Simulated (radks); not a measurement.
Spherical jellium clusters: N electrons in a uniform positive sphere of charge N and radius rs N^(1/3), rs = 4.68 bohr. Method: non-relativistic Kohn-Sham, LDA (Slater exchange, Perdew-Wang correlation), spin-polarised, spherical densities; computed with a radial shooting solver with Libxc functionals. Levels are named by radial order and angular momentum (1s, 1p, 1d, 2s, ...), and open shells are averaged over m.

N = 27, configuration 1s2 1p6 1d10 2s2 1f(up 7, down 0). This is the lowest configuration that the search found. Occupied and some empty levels:

| level | occupation | eigenvalue (eV) | <r> (bohr) |
|---|---|---|---|
| 1s up | 1 | -4.3974 | 8.813 |
| 1s down | 1 | -4.2052 | 8.161 |
| 1p up | 3 | -3.9462 | 10.18 |
| 1p down | 3 | -3.6777 | 9.901 |
| 1d up | 5 | -3.3463 | 11.08 |
| 1d down | 5 | -3.0430 | 11.00 |
| 2s up | 1 | -2.9560 | 8.454 |
| 2s down | 1 | -2.8170 | 8.855 |
| 1f up | 7 | -2.6182 | 11.82 |
| 1f down | 0 | -2.3040 | 11.86 |
| 2p up | 0 | -2.0418 | 10.06 |
| 2p down | 0 | -1.9012 | 10.20 |
| 1g up | 0 | -1.7836 | 12.52 |
| 1g down | 0 | -1.4758 | 12.67 |
| 2d up | 0 | -1.1552 | 12.01 |
| 2d down | 0 | -1.0048 | 12.19 |

Energy (eV): total -50.6642, kinetic 36.213, external -1684.0, Hartree 837.23, exchange-correlation -87.802, background 847.74.

Electron density:

| r (bohr) | n(r) (e/bohr^3) |
|---|---|
| 0.999 | 0.003215 |
| 2.67 | 0.002719 |
| 4.34 | 0.002175 |
| 6.00 | 0.002025 |
| 7.67 | 0.002355 |
| 9.34 | 0.002757 |
| 11.0 | 0.002580 |
| 12.7 | 0.001637 |
| 14.3 | 0.0006472 |
| 16.0 | 0.0001784 |
| 17.7 | 0.00004039 |
| 19.4 | 8.307e-06 |
| 21.0 | 1.602e-06 |
